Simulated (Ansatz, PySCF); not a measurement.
Molecule: fluoro selenohypofluorite, SeF2, charge 0, multiplicity 1. SMILES: F[Se]F
Geometry: optimised at B3LYP-D3(BJ)/def2-TZVP (Ansatz, a first-principles code).

Quantity: atomisation energy (electronic, to ground-state atoms), in kcal/mol. Cores are frozen in the correlated levels unless marked. Open shells are spin-unrestricted. Spin-orbit coupling is left out. The frozen core is the preceding noble-gas configuration, with the filled d and f shells of earlier blocks. No relativistic terms. The coupled-cluster limit lacks core correlation, which all-electron functionals hold. CBS(X,Y): correlation extrapolated as X^-3; Hartree-Fock from the larger set.

```
level                                program  atomisation energy (kcal/mol)
----------------------------  --------------  -----------------------------
SVWN5/def2-TZVPD                      Ansatz                          226.9
PBE0-D3(BJ)/def2-TZVP         Ansatz + dftd3                            ___
M06-2X/def2-TZVPD                      PySCF                          161.2
MN15/def2-TZVPD                        PySCF                          168.8
CCSD(T)/CBS(cc-pVTZ,cc-pVQZ)          Ansatz                            ___
```

Task: Some entries are withheld; supply them.

Result: 
- PBE0-D3(BJ)/def2-TZVP, atomisation energy (kcal/mol): 163.6
- CCSD(T)/CBS(cc-pVTZ,cc-pVQZ), atomisation energy (kcal/mol): 168.2
